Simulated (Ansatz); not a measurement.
Gas-phase electronic energies from Ansatz, PBE0-D4/def2-TZVP geometries. CCSD(T)/CBS is the MP2 limit (def2-TZVPP, def2-QZVPP) plus CCSD(T) − MP2 in def2-TZVPP, frozen cores. This one scheme is used for every species. DFT in def2-TZVPP. B3LYP here is the variant with VWN-RPA as its local correlation; programs differ in this. Elements past krypton have def2 core potentials. For Sn outer-core shells are correlated without core-valence functions, which leaves a few kJ/mol of doubt a bond. Each species was taken in one conformer, which may not be the lowest.

Consider the formal exchange of groups at the Sn–C bond: `[BH2][SnH2][C]#C` + `CF` → `[BH2][SnH2][CH2]F` + `C#C`.

(1) Is it downhill or uphill in electronic energy at CCSD(T)/CBS, and by how much? (An estimate is asked.)

(2) What do these levels give: PBE-D4, PBE0-D4, B3LYP-D4, ωB97X-V, B2PLYP, PBE, r2SCAN, B3LYP, MP2/def2-TZVPP, CCSD(T)/def2-TZVPP, MP2/def2-QZVPP, SCS-MP2/def2-QZVPP? (Estimate.)

Largest T1 diagnostic among the species: 0.014.

Answers

(1) Computed: Uphill: ΔE = +55.9 kJ/mol.

(2) Ansatz gave: PBE-D4 47.5, PBE0-D4 53.5, B3LYP-D4 51.9, ωB97X-V 54.8, B2PLYP 57.3, PBE 47.8, r2SCAN 52.8, B3LYP 52.4, MP2/def2-TZVPP 64.4, CCSD(T)/def2-TZVPP 60.6, MP2/def2-QZVPP 61.9, SCS-MP2/def2-QZVPP 62.9 kJ/mol.

From PBE to PBE0 (25 % exact exchange), in def2-TZVPP and without D4, ΔE moves by +5.9 kJ/mol. In def2-TZVPP, CCSD(T) changes the Hartree–Fock value by −8.8 kJ/mol (the triples alone add −0.3 kJ/mol) and MP2 by −4.9 kJ/mol.
